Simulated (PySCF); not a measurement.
Geometries of 2 isomers of C5H6BNO2S, from PBE0-D3(BJ)/def2-SVP geometry optimisation, gas phase (PySCF 2.14.0). One conformer each, no zero-point energy, no frequencies.

Problem. Which is lower in electronic energy at this level?
A.
```xyz
16
angstrom
O     -3.182   -0.261    0.284
B     -2.196   -0.124   -0.654
O     -2.549   -0.019   -1.955
C     -0.669   -0.055   -0.252
C     -0.264    0.341    1.031
C      1.087    0.406    1.353
C      2.023    0.062    0.375
S      3.737    0.135    0.757
C      1.530   -0.326   -0.884
N      0.246   -0.377   -1.183
H     -2.845   -0.427    1.169
H     -3.503   -0.088   -2.064
H     -1.004    0.623    1.785
H      1.410    0.723    2.348
H      4.175   -0.249   -0.461
H      2.233   -0.602   -1.681
```
B.
```xyz
16
angstrom
C     -2.867    2.224   -0.474
N     -2.668    1.016   -0.814
C     -1.496    0.353   -0.536
C     -1.229   -0.940   -0.940
C      0.046   -1.391   -0.534
C      0.761   -0.453    0.184
B      2.182   -0.605    0.798
O      2.691    0.442    1.508
O      2.829   -1.787    0.583
S     -0.144    1.007    0.363
H     -2.125    2.843    0.065
H     -3.826    2.695   -0.722
H     -1.954   -1.514   -1.517
H      0.449   -2.382   -0.751
H      3.571    0.311    1.872
H      3.701   -1.860    0.980
```

Solution. A. That is `Sc1ccc(nc1)B(O)O`, 15.5 kcal/mol below the other.

| SMILES | atoms numbered as above | E (Eh) | relative (kcal/mol) | relative (kJ/mol) | dipole (D) |
| --- | --- | --- | --- | --- | --- |
| OB(O)c1ccc(S)cn1 | [OH:1][B:2]([OH:3])[c:4]1[cH:5][cH:6][c:7]([SH:8])[cH:9][n:10]1 | -821.45626 | 0.0 | 0.0 | 2.13 |
| C=Nc1ccc(B(O)O)s1 | [CH2:1]=[N:2][c:3]1[cH:4][cH:5][c:6]([B:7]([OH:8])[OH:9])[s:10]1 | -821.43164 | 15.5 | 64.6 | 3.55 |

As drawn, the lower has an S–H bond, which the higher lacks; the higher has a C=N bond, which the lower lacks.
